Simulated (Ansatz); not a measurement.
`O=C(S)N[SiH3]` and `O=[C](S)[SbH2]` differ in one atom or group.

Ansatz, PBE0-D4/def2-TZVP geometries, multiplicity 1. Each molecule was computed in one conformer, which needn't be the lowest.

Elements past krypton have def2 core potentials.

| property | `O=C(S)N[SiH3]` |
| --- | --- |
| size of the dipole moment (B3LYP/def2-TZVPP) / D | 3.85 |
| size of the dipole moment (PBE/def2-TZVPP) / D | 3.70 |
| LUMO energy (PBE0/def2-TZVPP) / eV | -0.32 |
| LUMO energy (PBE/def2-TZVPP) / eV | -1.25 |
| LUMO energy (ωB97M-V/def2-TZVPP) / eV | 1.40 |
| HOMO energy (PBE/def2-TZVPP) / eV | -6.59 |

(1) Give the same properties after the change, and the shifts. (Best estimate.)

Results:

(1) The calculation gave: 
| property | `O=[C](S)[SbH2]` | shift |
| --- | --- | --- |
| size of the dipole moment (B3LYP/def2-TZVPP) / D | 2.81 | -1.04 |
| size of the dipole moment (PBE/def2-TZVPP) / D | 2.54 | -1.16 |
| LUMO energy (PBE0/def2-TZVPP) / eV | -1.53 | -1.21 |
| LUMO energy (PBE/def2-TZVPP) / eV | -2.37 | -1.12 |
| LUMO energy (ωB97M-V/def2-TZVPP) / eV | 0.31 | -1.09 |
| HOMO energy (PBE/def2-TZVPP) / eV | -5.86 | 0.73 |

With PBE0 the HOMO rises by 0.86 eV and the LUMO falls by 1.21 eV, so the gap narrows by about 2.07 eV. PBE moves the HOMO by 0.73 eV and ωB97M-V by 1.06 eV. Dipoles are sizes alone; their direction can turn.

B3LYP here is the variant with VWN-RPA as its local correlation; programs differ in this.

Spin–orbit coupling is left out; it splits and shifts lone-pair levels of the heavy atoms by tenths of an eV.
